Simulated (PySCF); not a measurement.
Compound: B2F2H4Pb.
Atom-mapped SMILES: `[BH2:1][PbH2:2][B:3]([F:4])[F:5]` (hydrogens: H6, H7 on B1; H8, H9 on Pb2)

Structure used (PBE0-D3(BJ)/def2-SVP), in Å, numbered top down from 1:
```
atom  x, y, z in Å
B1     1.881    0.087    0.755
Pb2    0.129   -0.417   -0.622
B3    -1.895    0.478    0.056
F4    -2.764    0.922   -0.825
F5    -2.236    0.565    1.324
H6     1.979   -0.469    1.820
H7     2.698    0.912    0.427
H8     0.389    0.070   -2.299
H9    -0.125   -2.166   -0.667
```

Theory: PBE0-D3(BJ)/def2-SVP geometry optimisation, gas phase, def2 core potentials past Kr (PySCF 2.14.0).

Masses are those of the commonest isotopes; rigid-rotor values at the optimised geometry. The values belong to one conformer with, in the numbering `[BH2:1][PbH2:2][B:3]([F:4])[F:5]`, H–B1–Pb2–B3 75° and -105°, B1–Pb2–B3–F4 143°.

Q: Give the principal moments of inertia and the rotational constants in MHz.

A: Ia = 109.29, Ib = 377.76, Ic = 455.61 u·Å²; 505379 MHz·u·Å²/I gives A = 4624, B = 1338, C = 1109 MHz.

Q: Classify the top.

A: An asymmetric top: κ = (2 × 1338 − 4624 − 1109)/(4624 − 1109) = -0.87.

Q: Is it planar, by Δ = Ic − Ia − Ib?

A: Not planar: Δ = Ic − Ia − Ib = -31.44 u·Å². For a rigid frame Δ = −2 Σ m c², so Σ m c² = 15.72 u·Å² lies off the ab plane: 6.57 from hydrogen and 9.14 from heavier atoms. The atom farthest from that plane is 1.73 Å away.

Q: Give the other two planar moments, Paa and Pbb, and the rms extents of the mass along the axes.

A: Paa = Σ m a² = (Ib + Ic − Ia)/2 = 362.04 and Pbb = Σ m b² = (Ia + Ic − Ib)/2 = 93.57 u·Å². With the mass M = 272.02 u, the rms extents √(P/M) along a, b and c are 1.15, 0.59, 0.24 Å.

Q: List the rotational levels J(Ka,Kc) to J = 4 (MHz).

A: Above 0(0,0):
J = 1: 1(0,1) 2447, 1(1,1) 5734, 1(1,0) 5962
J = 2: 2(0,2) 7330, 2(1,2) 10399, 2(1,1) 11085, 2(2,1) 20944, 2(2,0) 20956
J = 3: 3(0,3) 14625, 3(1,3) 17390, 3(1,2) 18762, 3(2,2) 28286, 3(2,1) 28343, 3(3,1) 45296, 3(3,0) 45297
J = 4: 4(0,4) 24300, 4(1,4) 26700, 4(1,3) 28983, 4(2,3) 38065, 4(2,2) 38236, 4(3,2) 55107, 4(3,1) 55109, 4(4,1) 78892, 4(4,0) 78892
The levels of one J sum to (2J + 1)J(J + 1)(A + B + C)/3.

Q: Predict some low-J microwave lines.

A: The dipole components are |μa| = 0.88 D, |μb| = 0.77 D, |μc| = 0.28 D. The squared components, which scale the intensities, stand as 1.00 : 0.77 : 0.10 (a : b : c). Some lines, for components of 0.1 D or more:

```tsv
type	branch	J(Ka,Kc)	MHz	lower level (cm⁻¹)
b	R	2(0,2) ← 1(1,1)	1596	0.191
c	Q	4(1,4) ← 4(0,4)	2400	0.811
c	Q	3(1,3) ← 3(0,3)	2765	0.488
b	Q	1(1,0) ← 1(0,1)	3515	0.082
b	Q	4(1,3) ← 4(0,4)	4683	0.811
b	R	1(1,1) ← 0(0,0)	5734	0.000
b	R	4(0,4) ← 3(1,3)	6910	0.580
a	R	3(1,3) ← 2(1,2)	6991	0.347
a	R	3(2,2) ← 2(2,1)	7341	0.699
c	R	2(1,1) ← 1(0,1)	8638	0.082
a	R	4(2,2) ← 3(2,1)	9893	0.945
b	Q	3(2,2) ← 3(1,3)	10895	0.580
b	R	2(2,1) ← 1(1,0)	14982	0.199
c	R	2(2,1) ← 1(1,1)	15211	0.191
b	R	3(2,2) ← 2(1,1)	17201	0.370
b	R	4(2,2) ← 3(1,3)	20845	0.580
b	R	4(3,1) ← 3(2,2)	26824	0.944
```

No frequency check. These are rigid-rotor constants of the computed structure; measured ground-state constants (B0) also hold zero-point vibration. Quadrupole hyperfine structure (11B) is left out.

Hardware: Arm Neoverse V2, one thread (shared host). Cost: 41 s of wall time, 0.43 GiB resident at most. That covers the optimisation of the geometry.
